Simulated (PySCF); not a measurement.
Calculated NMR parameters of CCc1c(F)nnn1C

```yaml
Formula: C5H8FN3
SMILES: CCc1c(F)nnn1C
Point_group_of_the_computed_structure: C1
Degrees_of_unsaturation: 3
Carbon_signals: 5
Proton_signals: 3
```

Numbering as in the mapped SMILES `[CH3:1][CH2:2][c:3]1[c:4]([F:5])[n:6][n:7][n:8]1[CH3:9]` (H(Xn): hydrogen on atom n).

PySCF 2.14 calculation with NMR shieldings at PBE0/pcSseg-1/GIAO and GFN2-xTB structure; single conformer, non-relativistic, equivalent nuclei averaged, no solvent.

References, each an isolated molecule treated in the same way: TMS for ¹H (31.72 ppm), ¹³C (186.93 ppm); ¹⁹F (170.95 ppm) against CFCl3; NH3 for ¹⁵N (267.73 ppm).

```tsv
carbon	δC, type	δH (multiplicity)	HMBC from (2–3 bonds)	span of the C tensor (ppm)
C1	16.8, CH3	1.21 (t)	H(C2)	29
C2	19.2, CH2	2.78 (q)	H(C1)	23
C3	126.8, C	–	H(C9), H(C2), H(C1)	133
C4	169.3, C	–	H(C2)	86
C9	35.8, CH3	4.05 (s)	–	53
```

Other nuclei:
| atoms | nucleus | environment | δ (ppm) | σ (ppm) |
| --- | --- | --- | --- | --- |
| F5 | ¹⁹F | aryl fluorine | -159.5 | 330.4 |
| N7 | ¹⁵N | pyridine-type nitrogen of an azole | 381.7 | -113.9 |
| N6 | ¹⁵N | pyridine-type nitrogen of an azole | 356.5 | -88.8 |
| N8 | ¹⁵N | pyrrole-type ring nitrogen | 253.6 | 14.1 |

- Carbon types of the structure: 2 × C, 1 × CH2, 2 × CH3, which accounts for all hydrogens.
- δC 169.3: aromatic carbon bearing fluorine; σ withdrawal by the attached heteroatom moves it downfield of the ring CH carbons.
- δC 126.8: substituted aromatic carbon next to a ring nitrogen.
- δC 35.8: methyl carbon bonded to N; pulled downfield by the heteroatom.
- δC 19.2: sp3 CH2 on an aromatic ring; saturated and bonded to C and H only.
- δH 2.78: hydrogen on an sp3 CH2 on an aromatic ring; benzylic-type position, deshielded by the ring.

Splittings by ¹⁹F in the carbon and heteronuclear signals aren't shown, as no couplings were computed. Shifts are as computed. Against solution values, carbons near 30 ppm lie about +3 ppm off and those near 130 ppm about +5 ppm. Of 1211 compounds with measured shifts, 218 miss one by over three times the rms of a fit or turn the order of signals round; such compounds aren't used in these exercises. Unscaled 19F shifts against computed CFCl3 carry errors that often reach 10 to 50 ppm. Experimental scales use liquid or dissolved standards, which lie at an offset from isolated NH3 (liquid NH3: subtract about 20 ppm). Unscaled 15N shifts of sp2 nitrogen come out 20 to 40 ppm too high even then. No couplings were computed; multiplicities are counted from neighbouring protons, with m where these are inequivalent, close in shift, in a saturated or five-membered ring or joined by F or P, and br s for small geminal =CH2 splittings.
